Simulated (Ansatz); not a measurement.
Species: sum formula GaH₂Cl (charge 0, singlet). 
Geometry from a B3LYP-D3(BJ)/def2-TZVP (Ansatz, a first-principles code) optimisation:
SMILES: [Cl][GaH2]
```xyz
4

Cl     1.3067    -0.6404     0.0485
Ga    -0.6373     0.3123    -0.0237
H     -0.6084     1.8689    -0.0295
H     -1.8488    -0.6647    -0.0617
```
Charge 0, spin multiplicity 1.

Wanted: atomisation energy (electronic, to ground-state atoms), in kcal/mol. Correlated levels leave the core frozen unless marked. UHF or UKS for open shells. No spin-orbit coupling. Frozen are the shells of the preceding noble gas and the d and f shells that filled before the atom's block. Non-relativistic. The coupled-cluster limit lacks core correlation, which all-electron functionals hold. Basis-set limits of correlation are two-point, X^-3; Hartree-Fock from the larger set. The bracket is a focal-point correction in the basis named.

```
level                                                       program  atomisation energy (kcal/mol)  minus last row
----------------------------------------------------------  -------  -----------------------------  --------------
wB97M-V/def2-TZVPD                                           Ansatz                          222.6            -1.7
MP2/CBS(def2-TZVPPD,def2-QZVPPD)                             Ansatz                          225.4             1.1
RI-MP2/def2-QZVPPD                                           Ansatz                          223.1            -1.2
CCSD/STO-3G                                                  Ansatz                          169.5           -54.8
CCSD/CBS(def2-TZVPP,def2-QZVPP)                              Ansatz                          221.5            -2.8
RI-MP2/CBS(def2-TZVPP,def2-QZVPP)+[CCSD(T)-MP2]/def2-TZVPP   Ansatz                          224.5             0.2
CCSD(T)/CBS(def2-TZVPPD,def2-QZVPPD)                         Ansatz                          224.3             0.0
```
